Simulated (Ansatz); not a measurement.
Geometry optimisation, RKS PBE/def2-SVP (Ansatz).

The input (input.yaml):

```yaml
crystal:
  periodic: [false, false, false]
  atoms:
    - { symbol: Ti, position_ang: [-0.537959, 0.02213, -0.393212] }
    - { symbol: F, position_ang: [-0.062956, 0.898858, 2.458022] }
    - { symbol: Cl, position_ang: [1.372571, -0.985839, -0.082789] }
    - { symbol: Cl, position_ang: [-0.427646, 2.15556, -0.837186] }
    - { symbol: Cl, position_ang: [-1.621582, -1.007543, -2.140177] }
    - { symbol: O, position_ang: [-1.883616, -0.456899, 0.771324] }
    - { symbol: Al, position_ang: [-3.172716, -1.366733, -0.150361] }
    - { symbol: H, position_ang: [-3.127843, -2.941897, 0.068497] }
    - { symbol: H, position_ang: [-4.445247, -0.486743, -0.524749] }
    - { symbol: H, position_ang: [-0.867807, 0.430907, 2.514231] }
basis:
  gaussian: { orbitals: def2-SVP }
hamiltonian:
  xc: pbe
relax:
  f_tol: 0.03
  max_steps: 50
```

Run as:

```bash
$ ansatz run input.yaml --threads 4 --pin off --max-ram 5120MiB --backend cpu --events-out ev --progress --plain --runs-dir out
```

Question: Where does it end, and by what steps?

Answer: It converged. After 8 steps the energy has fallen by 0.365 eV; F2 moved furthest, 0.44 Å. Joined: Ti1–F2 (3.02 → 2.30 Å).

| step | energy less start (eV) | largest force component (eV/Å) | accepted |
| --- | --- | --- | --- |
| 0 | 0.0000 | 1.806 | yes |
| 1 | -0.2034 | 1.045 | yes |
| 2 | -0.3305 | 0.459 | yes |
| 3 | -0.3464 | 0.317 | yes |
| 4 | -0.3615 | 0.127 | yes |
| 5 | -0.3635 | 0.072 | yes |
| 6 | -0.3644 | 0.053 | yes |
| 7 | -0.3647 | 0.030 | yes |
| 8 | -0.3648 | 0.006 | yes |

```xyz
10
Properties=species:S:1:pos:R:3
Ti -0.512 0.091 -0.120
F -0.133 0.791 2.040
Cl 1.352 -1.065 -0.009
Cl -0.449 2.195 -0.749
Cl -1.574 -0.917 -1.981
O -1.870 -0.436 0.857
Al -3.123 -1.354 -0.160
H -3.070 -2.923 0.099
H -4.414 -0.472 -0.456
H -0.981 0.352 2.163
```

Whether the end is a true minimum wasn't checked by a vibrational analysis.

Time of the run: 31 s on 4 threads of Arm Neoverse V2, with other jobs on the host, peak memory 0.26 GiB.
